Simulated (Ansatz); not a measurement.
System: BHBr$_{2}$, charge 0, singlet. BHBr2 (dibromoborane, SMILES BrBBr).
B3LYP-D3(BJ)/def2-TZVP minimum from Ansatz (a quantum-chemistry and plane-wave program):
```xyz
4

B     -0.6279    -0.3892    -0.3974
H     -1.5111    -0.9367    -0.9564
Br    -0.3438     1.4658    -0.7050
Br     0.4767    -1.3835     0.7891
```
Charge 0, spin multiplicity 1.

Atomisation energy term by term, kcal/mol (programs: Ansatz). Open shells are spin-unrestricted; no spin-orbit coupling. Cores are frozen in correlated methods (noble-gas shells, and filled d and f shells in the p block). No relativity. CBS(X,Y): correlation extrapolated as X^-3, Hartree-Fock from the larger set (Q,5: extrapolated as (X+1)exp(-9√X)). A bracket is a step between two methods taken in the basis named. Where a partner has so few electrons that a lower coupled-cluster level is exact, that level stands in. Spin-orbit terms, left out, reach several kcal/mol for Br and I, and more for heavier atoms.

```json
[
 {"term": "Hartree-Fock", "basis": "CBS(cc-pVQZ,cc-pV5Z)", "kcal/mol": "214.15"},
 {"term": "CCSD correlation", "basis": "CBS(cc-pVQZ,cc-pV5Z)", "kcal/mol": "59.60"},
 {"term": "(T)", "basis": "CBS(cc-pVQZ,cc-pV5Z)", "kcal/mol": "6.72"},
 {"term": "CCSDT(Q) - CCSD(T)", "basis": "cc-pVTZ", "kcal/mol": "0.11"},
 {"term": "sum: De", "basis": "", "kcal/mol": "280.6"}
]
```

The step beyond CCSD(T) by other levels: CCSDT(Q) in cc-pVDZ 0.29 kcal/mol.
